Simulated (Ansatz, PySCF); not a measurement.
Ge(F)2(Cl)(NH2) (ClF2GeH2N), SMILES [NH2][Ge]([F])([F])[Cl]. Atoms are numbered in the order given.

```xyz
7

N      1.8349    -0.3548     0.3194
Ge     0.1399     0.1706     0.1368
F     -0.5838     0.3667     1.6803
F     -0.0593     1.7257    -0.5795
Cl    -0.9563    -1.2333    -1.0075
H      2.2323    -0.8406    -0.4784
H      2.4852     0.3251     0.7019
```
Charge 0, spin multiplicity 1.

The structure is a stationary point at PBE0-D3(BJ)/def2-SVP. The structure was generated by enumeration, and PubChem lists no compound with its InChIKey, so it may never have been made. One conformer was computed; it need not be the lowest.

Two levels are set side by side: PBE-D3(BJ)/def2-SVP (Ansatz, an electronic-structure program) and PBE0-D3(BJ)/def2-SVP (Ansatz). Each level has its own optimised geometry; the coordinates shown are those of the second. Frequencies come from the Hessian of PySCF at each geometry. Differences are taken from unrounded values.

```json
[
 {"quantity": "mean bond length (Å)", "PBE0-D3(BJ)": "1.562"},
 {"quantity": "bond N1–Ge2 (Å)", "PBE0-D3(BJ)": "1.784"},
 {"quantity": "bond Ge2–F3 (Å)", "PBE0-D3(BJ)": "1.716"},
 {"quantity": "bond Ge2–F4 (Å)", "PBE0-D3(BJ)": "1.724"},
 {"quantity": "bond Ge2–Cl5 (Å)", "PBE0-D3(BJ)": "2.117"},
 {"quantity": "bond N1–H6 (Å)", "PBE0-D3(BJ)": "1.015"},
 {"quantity": "bond N1–H7 (Å)", "PBE0-D3(BJ)": "1.016"},
 {"quantity": "highest harmonic wavenumber (cm⁻¹)", "PBE0-D3(BJ)": "3705"},
 {"quantity": "mean harmonic wavenumber (cm⁻¹)", "PBE0-D3(BJ)": "938"},
 {"quantity": "zero-point energy (kcal/mol)", "PBE0-D3(BJ)": "20.10"}
]
```

Question: What does PBE-D3(BJ) give, and how far is it from PBE0-D3(BJ)? (An estimate is asked for; the answer gives what the named calculation found.)

Answer: 
```json
[
 {"quantity": "mean bond length (Å)", "PBE-D3(BJ)": "1.581", "PBE-D3(BJ) minus PBE0-D3(BJ)": "0.019"},
 {"quantity": "bond N1–Ge2 (Å)", "PBE-D3(BJ)": "1.811", "PBE-D3(BJ) minus PBE0-D3(BJ)": "0.027"},
 {"quantity": "bond Ge2–F3 (Å)", "PBE-D3(BJ)": "1.736", "PBE-D3(BJ) minus PBE0-D3(BJ)": "0.020"},
 {"quantity": "bond Ge2–F4 (Å)", "PBE-D3(BJ)": "1.746", "PBE-D3(BJ) minus PBE0-D3(BJ)": "0.022"},
 {"quantity": "bond Ge2–Cl5 (Å)", "PBE-D3(BJ)": "2.140", "PBE-D3(BJ) minus PBE0-D3(BJ)": "0.023"},
 {"quantity": "bond N1–H6 (Å)", "PBE-D3(BJ)": "1.026", "PBE-D3(BJ) minus PBE0-D3(BJ)": "0.011"},
 {"quantity": "bond N1–H7 (Å)", "PBE-D3(BJ)": "1.027", "PBE-D3(BJ) minus PBE0-D3(BJ)": "0.011"},
 {"quantity": "highest harmonic wavenumber (cm⁻¹)", "PBE-D3(BJ)": "3556", "PBE-D3(BJ) minus PBE0-D3(BJ)": "-149"},
 {"quantity": "mean harmonic wavenumber (cm⁻¹)", "PBE-D3(BJ)": "905", "PBE-D3(BJ) minus PBE0-D3(BJ)": "-33"},
 {"quantity": "zero-point energy (kcal/mol)", "PBE-D3(BJ)": "19.41", "PBE-D3(BJ) minus PBE0-D3(BJ)": "-0.70"}
]
```

Exact exchange shortens and stiffens bonds; PBE has none. Differences between two approximate levels are no errors against the true value.
